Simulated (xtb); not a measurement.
C2H6AuClS (SMILES C[S](C)->[Au][Cl]), singlet, geometry from GFN2-xTB (such geometries of metal compounds can be far from the true shape), atoms displaced at random by about 0.05 Å a coordinate; GFN1-xTB run with xtb 6.7.1.

The xtb input:
```
$ xtb mol.xyz --gfn 1 --opt --json

# file mol.xyz
11

Au     0.32564234    -0.29644718    -0.04007939
Cl     2.41518598    -1.01205628     0.35936609
C     -1.55513312     2.11872077    -1.33585369
S     -1.80994788     0.50953407    -0.37796237
C     -2.22450579     1.31491740     1.27384668
H     -0.80232626     2.71857703    -0.81919515
H     -2.47848819     2.63783507    -1.42597091
H     -1.32064007     1.81837257    -2.24132801
H     -1.52781429     2.04853520     1.63505489
H     -2.35363157     0.52157162     2.03171142
H     -3.35230032     1.89520946     1.14928834
```

What the program printed (banner, timings and long lists left out):

```
   ID    Z sym.   atoms
    1   79 Au     1
    2   17 Cl     2
    3    6 C      3, 5
    4   16 S      4
    5    1 H      6-11

           -------------------------------------------------
          |                Calculation Setup                |
           -------------------------------------------------

           -------------------------------------------------
          |                 G F N 1 - x T B                 |
           -------------------------------------------------

          ...................................................
          :                      SETUP                      :
          :.................................................:
          :  # basis functions                  50          :
          :  # atomic orbitals                  47          :
          :  # shells                           25          :
          :  # electrons                        38          :
          :  # halogen bonds                     1          :
          :  max. iterations                   250          :
          :  Hamiltonian                  GFN1-xTB          :
          :  restarted?                      false          :
          :  GBSA solvation                  false          :
          :  PC potential                    false          :
          :  electronic temp.          300.0000000     K    :
          :  accuracy                    1.0000000          :
          :  -> integral cutoff          0.2500000E+02      :
          :  -> integral neglect         0.1000000E-07      :
          :  -> SCF convergence          0.1000000E-05 Eh   :
          :  -> wf. convergence          0.2000000E-04 e    :
          :  Broyden damping             0.4000000          :
          :  net charge                          0          :
          :  unpaired electrons                  0          :
          ...................................................

 iter      E             dE          RMSdq      gap      omega  full diag
   1    -19.4357659 -0.194358E+02  0.790E+00    4.27       0.0  T
   2    -19.4847342 -0.489683E-01  0.437E+00    3.98       1.0  T
   3    -19.4828923  0.184190E-02  0.141E+00    3.77       1.0  T
   4    -19.4887076 -0.581529E-02  0.352E-01    3.53       1.0  T
   5    -19.4894263 -0.718724E-03  0.600E-02    3.70       1.0  T
   6    -19.4894621 -0.358237E-04  0.150E-02    3.69       2.0  T
   7    -19.4894623 -0.116868E-06  0.441E-03    3.69       6.8  T
   8    -19.4894623 -0.289761E-07  0.854E-04    3.69      35.3  T
   9    -19.4894623 -0.240348E-08  0.878E-05    3.69     343.3  T
  10    -19.4894623 -0.148184E-10  0.551E-05    3.69     547.1  T

   *** convergence criteria satisfied after 10 iterations ***

         :::::::::::::::::::::::::::::::::::::::::::::::::::::
         ::                     SUMMARY                     ::
         :::::::::::::::::::::::::::::::::::::::::::::::::::::
         :: total energy             -19.368074672760 Eh    ::
         :: gradient norm              0.174387815349 Eh/a0 ::
         :: HOMO-LUMO gap              3.688606451713 eV    ::
         ::.................................................::
         :: SCC energy               -19.489462288659 Eh    ::
         :: -> electrostatic           0.044947038144 Eh    ::
         :: repulsion energy           0.126194996134 Eh    ::
         :: dispersion energy         -0.004807380235 Eh    ::
         :: halogen bond corr.         0.000000000000 Eh    ::
         :: add. restraining           0.000000000000 Eh    ::
         :: total charge               0.000000000000 e     ::
         :::::::::::::::::::::::::::::::::::::::::::::::::::::

      -----------------------------------------------------------
     |                   =====================                   |
     |                        A N C O P T                        |
     |                   =====================                   |
[...]
 * total energy  :   -19.3680747 Eh     change       -0.2137668E-10 Eh
 * total energy  :   -19.3960591 Eh     change       -0.2798446E-01 Eh
 * total energy  :   -19.3983183 Eh     change       -0.2259156E-02 Eh
 * total energy  :   -19.3992292 Eh     change       -0.9109031E-03 Eh
 * total energy  :   -19.3992876 Eh     change       -0.5844520E-04 Eh
 * total energy  :   -19.3993021 Eh     change       -0.1444427E-04 Eh
 * total energy  :   -19.3993050 Eh     change       -0.2892922E-05 Eh
 * total energy  :   -19.3993094 Eh     change       -0.4455983E-05 Eh
   *** GEOMETRY OPTIMIZATION CONVERGED AFTER 8 ITERATIONS ***
         :: total energy             -19.399309427707 Eh    ::
[...]
        10        2.0000           -0.5346330             -14.5481
        11        2.0000           -0.5010450             -13.6341
        12        2.0000           -0.4647865             -12.6475
        13        2.0000           -0.4646945             -12.6450
        14        2.0000           -0.4589053             -12.4874
        15        2.0000           -0.4419874             -12.0271
        16        2.0000           -0.4419786             -12.0269
        17        2.0000           -0.4226311             -11.5004
        18        2.0000           -0.4214073             -11.4671
        19        2.0000           -0.4132506             -11.2451 (HOMO)
        20                         -0.2597993              -7.0695 (LUMO)
        21                         -0.2359628              -6.4209
        22                         -0.1971041              -5.3635
        23                         -0.1819759              -4.9518
        24                         -0.1751894              -4.7671
        25                         -0.1514808              -4.1220
        26                         -0.1513031              -4.1172
        27                         -0.1157014              -3.1484
        28                         -0.1106589              -3.0112
        29                         -0.0976688              -2.6577
        30                         -0.0908426              -2.4720
       ...                                ...                  ...
        47                          0.4328608              11.7787
      -------------------------------------------------------------
                  HL-Gap            0.1534512 Eh            4.1756 eV
             Fermi-level           -0.3365249 Eh           -9.1573 eV

  Mulliken/CM5 charges         n(s)   n(p)   n(d)
     1Au    0.13599  0.25086   0.867  0.330  9.668
     2Cl   -0.38147 -0.43379   1.946  5.439 -0.003
     3C    -0.01980 -0.15632   1.018  3.002  0.000
     4S    -0.01811 -0.12833   1.959  4.034  0.026
     5C    -0.01970 -0.15609   1.018  3.002  0.000
     6H     0.04673  0.10000   0.953  0.000  0.000
     7H     0.04748  0.10086   0.953  0.000  0.000
     8H     0.05727  0.11094   0.943  0.000  0.000
     9H     0.04694  0.10019   0.953  0.000  0.000
    10H     0.05722  0.11090   0.943  0.000  0.000
    11H     0.04745  0.10078   0.953  0.000  0.000

Wiberg/Mayer (AO) data.
largest (>0.10) Wiberg bond orders for each atom

 ---------------------------------------------------------------------------
     #   Z sym  total        # sym  WBO       # sym  WBO       # sym  WBO
 ---------------------------------------------------------------------------
     1  79 Au   1.530 --     2 Cl   0.990     4 S    0.503
     2  17 Cl   1.038 --     1 Au   0.990
     3   6 C    3.971 --     6 H    0.994     7 H    0.988     8 H    0.988
                             4 S    0.960
     4  16 S    2.497 --     3 C    0.960     5 C    0.959     1 Au   0.503
     5   6 C    3.971 --     9 H    0.994    11 H    0.988    10 H    0.988
                             4 S    0.959
     6   1 H    1.006 --     3 C    0.994
     7   1 H    1.008 --     3 C    0.988
     8   1 H    1.006 --     3 C    0.988
     9   1 H    1.006 --     5 C    0.994
    10   1 H    1.006 --     5 C    0.988
    11   1 H    1.008 --     5 C    0.988
 ---------------------------------------------------------------------------

Topologies differ in total number of bonds
Writing topology from bond orders to xtbtopo.mol

 dipole moment from electron density (au)
     X       Y       Z
  -3.1052   1.9619  -0.2542  total (Debye):    9.358

optimized geometry written to: xtbopt.xyz

           -------------------------------------------------
          | TOTAL ENERGY              -19.399309427707 Eh   |
          | GRADIENT NORM               0.000451327230 Eh/α |
          | HOMO-LUMO GAP               4.175620717262 eV   |
           -------------------------------------------------
```
